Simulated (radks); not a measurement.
Q: Numerical settings for neutral gallium, [Ar] 3d10 4s2 4p1. Method: Dirac Kohn-Sham, LDA (Slater exchange, Perdew-Wang correlation), spin-unpolarised, spherical densities, finite nucleus; open shells are shared between the two j in proportion to 2j + 1; Fermi nuclear charge, rms radius 3.9973 fm; computed with a radial shooting solver on a logarithmic mesh with Libxc functionals. The defaults (mesh step 0.008 in ln r, mesh end at 40 bohr or more with all orbitals vanishing there, Anderson mixing 0.5 over 9 steps, residual threshold near 1e-9 with the energy settled to 1e-9 hartree or 1e-11 of itself, here a cap of 98 iterations) give E = -1941.1921 hartree and 4p3/2 at -2.694 eV in 15 iterations. Run on one thread of a shared host, so times are rough (Arm Neoverse V2): 0.11 s of CPU time, 0.11 s wall, 15 iterations on 2381 mesh points. One setting is changed at a time: mesh step in ln r 0.2; mesh step in ln r 0.05; mesh step in ln r 0.08; mesh end (bohr) 12; mesh end (bohr) 400; residual threshold 1e-16; residual threshold 0.1; mixing 1; linear mixing, mixing 0.8; linear mixing, mixing 0.05; mixing history 20; iteration cap 5. Which runs fail to converge, and which converge to a wrong energy?

A: Not converged within the cap: mesh step in ln r 0.2; residual threshold 1e-16; linear mixing, mixing 0.8; linear mixing, mixing 0.05; iteration cap 5. No run marked as converged misses the energy by more than 1 mhartree.
